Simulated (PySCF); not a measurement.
## From computed data to an observable: dipole moment from atomic charges

C₂HF₄, SMILES FC(F)(F)[CH]F, multiplicity 2. Atoms are numbered in the order given.

```xyz
7

F      1.7860    -0.8823    -0.1271
C      1.0999     0.2330    -0.3193
C     -0.3528     0.1712     0.0120
F     -0.5732     0.0324     1.3361
F     -0.9547    -0.8598    -0.5947
F     -0.9406     1.3102    -0.3800
H      1.6598     1.1702    -0.2640
```
Charge 0, spin multiplicity 2.

Coordinates come from a B3LYP-D3(BJ)/def2-SVP optimisation. The isomer is the one that the SMILES or the coordinates give; other isomers of the formula were not compared.

Charges (e) from PBE/def2-TZVP run with PySCF:

```tsv
atom	ESP fit	Mulliken
F1	-0.040	-0.111
C2	-0.160	-0.019
C3	0.442	0.372
F4	-0.143	-0.128
F5	-0.131	-0.122
F6	-0.159	-0.127
H7	0.191	0.136
```

The dipole moment of the full density is 1.60 D.

Q: What dipole moment does each set of point charges give, and which comes closer to that of the density?

A: 
μ = Σ q r, and 1 e Å = 4.8032 D.
ESP fit: Σ q r = (0.270, 0.197, -0.042) e Å, |μ| = 1.62 D.
Mulliken: Σ q r = (0.185, 0.251, -0.061) e Å, |μ| = 1.52 D.
ESP fit comes closer in size. Point charges leave out the atoms' own dipoles (lone pairs, polarised bonds); fits to the potential absorb them, partitions of the density don't.
